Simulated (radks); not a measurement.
Results of a calculation; reference values are marked as such.
W70+, 4 electrons, occupied as [He] 2s2 (the NIST ground configuration). Code: a radial shooting solver on a logarithmic mesh with Libxc functionals. Model: non-relativistic Kohn-Sham, LB94 model potential, spin-polarised, spherical densities, point nucleus; relativity is left out, which matters for an element this heavy.

Radial electron density D(r) = 4 pi r^2 rho(r):

r (bohr)  D(r) (e/bohr)
0.001598          7.241
0.001936          10.11
0.002346          13.97
0.002842          19.04
0.003444          25.56
0.004173          33.67
0.005056          43.32
0.006127          54.18
0.007364          65.01
0.008923          75.47
0.01081           83.25
0.0131            86.27
0.01587           82.81
0.01923           72.42
0.0233            56.79
0.02824           39.85
0.03394           27.05
0.04113           20.88
0.04983           22.04
0.06038           26.34
0.07316           27.93
0.08864           23.65
0.1074            15.22
0.1301            7.133
0.1564            2.440
0.1895           0.5201
0.2297          0.06606
0.2783         0.004510

D(r) has 2 maxima, at r = 0.0131, 0.0703 bohr, and minima at 0.0435 bohr, inside which lie 2.07 electrons.
